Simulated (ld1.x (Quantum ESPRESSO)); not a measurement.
## Configuration tests for V (ultrasoft)

ld1.x (Quantum ESPRESSO) 7.5 input, shortened:

```
&input
   title='V', zed=23., rel=1, dft='PBE', iswitch=3,
   config='[Ar] 3d3 4s1.5 4p0'
 /
 &inputp
   pseudotype=3, tm=.true., lloc=-2, rcloc=2.00,
   nlcc=.true.,
   which_augfun='PSQ', rmatch_augfun_nc=.true.
 /
6
3S  1  0   2.00   0.00  1.50  1.85  0.0
4S  2  0   1.50   0.00  1.50  1.85  0.0
3P  2  1   6.00   0.00  1.40  1.50  0.0
4P  3  1   0.00   0.00  1.40  1.50  0.0
3D  3  2   3.00   0.00  1.65  2.30  0.0
3D  3  2   0.00   1.25  1.65  2.30  0.0
 &test
   configts(1)='3s2 3p6 3d3 4s1.5 4p0'
 /
```

Energies are relative to the spin-unpolarised reference configuration 3s2 3p6 3d3 4s1.5 4p0; without spin polarisation the order of configurations can differ from experiment. The frozen-core shift is the all-electron ΔE with the core orbitals held at their reference shape minus the fully relaxed ΔE.

| valence configuration | charge | ΔE all-electron (eV) | error AE − PS (meV) | frozen-core shift (meV) |
| --- | --- | --- | --- | --- |
| 3s2 3p6 3d3 4s2 4p0 | 0 | -3.092 | +0.3 | -0.3 |
| 3s2 3p6 3d3 4s1 4p0 | +1 | 4.643 | -0.5 | +0.3 |
| 3s2 3p6 3d3 4s0 4p0 | +2 | 18.939 | -3.8 | +1.2 |
| 3s2 3p6 3d2 4s0 4p0 | +3 | 47.837 | +5.9 | -1.4 |
| 3s2 3p6 3d3 4s0 4p1 | +1 | 8.748 | -6.1 | +0.5 |
| 3s2 3p6 3d3.5 4s1.5 4p0 | 0 | -3.037 | +2.0 | +1.0 |

Q: What are ΔE and the potential's error for 3s2 3p6 3d3 4s1 4p1?

A: ΔE = 0.256 eV all-electron; the error (AE − PS) is -1.3 meV.

Levels in the configuration 3s2 3p6 3d3 4s0 4p1:

| level | all-electron (eV) | pseudo (eV) |
| --- | --- | --- |
| 3s | -79.112 | -79.157 |
| 3p | -52.922 | -52.947 |
| 3d | -13.807 | -13.824 |
| 4p | -7.474 | -7.471 |

A variational frozen-core shift is positive and of second order in the change. This column holds negative values, so the frozen-core run of ld1.x carries numerical noise or an error of first order here, and the column gives no more than the rough size of the effect.
